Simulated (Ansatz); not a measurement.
```yaml
crystal:
  periodic: [false, false, false]
  atoms:
    - {symbol: Na, position_ang: [-0.017294, -1.278842, 0.487825]}
    - {symbol: F, position_ang: [-1.083239, 0.367085, 0.923903]}
    - {symbol: Na, position_ang: [0.017420, 1.278891, -0.487701]}
    - {symbol: F, position_ang: [1.083112, -0.367134, -0.924037]}
basis:
  gaussian: {orbitals: "6-31++G**", final_grid: {core_spheres: 20, valence_spheres: 16, degree: 47}}
hamiltonian: {xc: {name: wPBEh}}
scf: {omitted_lower_state_checks: [starts]}
output: {forces: true}
```

```sh
$ ansatz run in.yaml --threads 4 --pin off --events-out ev --progress --plain --max-ram 3916MiB
```

It prints (some lines left out):

```
Functional definition: wPBEh
  name "wPBEh"
  cite "Heyd, Scuseria & Ernzerhof, J. Chem. Phys. 118, 8207 (2003) doi:10.1063/1.1564060"
  cite "Krukau, Vydrov, Izmaylov & Scuseria, J. Chem. Phys. 125, 224106 (2006) doi:10.1063/1.2404663"
  cite "Heyd & Scuseria, J. Chem. Phys. 120, 7274 (2004) doi:10.1063/1.1668634"
  cite "Ernzerhof & Perdew, J. Chem. Phys. 109, 3313 (1998) doi:10.1063/1.476928"
  cite "Perdew, Burke & Ernzerhof, Phys. Rev. Lett. 77, 3865 (1996) doi:10.1103/PhysRevLett.77.3865"
  parent pbe
  parameter a = 0.25
  parameter omega = 0.11/bohr
  exchange = wpbe_x - a*pbe_x_sr(omega) + a*exact_x_sr(omega)
  correlation = pbe_c
these checks for a lower state are left out or cut short: starts
682 factors; integrals over basis functions are off by at most 4.4e-4 eV
108 factors; integrals over basis functions are off by at most 2.3e-5 eV
mean field evaluation 1: about -14253.8759 eV, gradient 6.6e1 eV
mean field evaluation 2: about -14214.7561 eV, gradient 1.7e2 eV
mean field evaluation 4: about -14260.9755 eV, gradient 1.2e0 eV
mean field evaluation 8: about -14261.0285 eV, gradient 9.7e-3 eV
mean field -14261.02847205 eV, -524.0831298756 hartree, gradient 5.9e-5 eV, S^2 0.000000; 0 other end points of the search recorded, 0 dependent functions left out
the calculation of the forces begins
reference -14261.02852798 eV, -524.0831319308 hartree; 20, 20 occupied and 64, 64 virtual orbitals, 682 factors
Total energy: -14261.02852798 eV, -524.0831319308 hartree
Atom 0 at    -0.017294    -1.278842     0.487825 Å, force    -0.008048    -0.587307     0.223912 eV/Å
Atom 1 at    -1.083239     0.367085     0.923903 Å, force    -0.463759     0.157231     0.395740 eV/Å
Atom 2 at     0.017420     1.278891    -0.487701 Å, force     0.007895     0.587249    -0.224068 eV/Å
Atom 3 at     1.083112    -0.367134    -0.924037 Å, force     0.463913    -0.157174    -0.395583 eV/Å
Dipole moment:     0.000208     0.000078     0.000212 e Å
Checks for a lower state left out: starts
```

Hardware: 4 threads of Arm Neoverse V2 on a shared host. Wall time 1.6 s.

The 6-31G sets use Cartesian d functions.
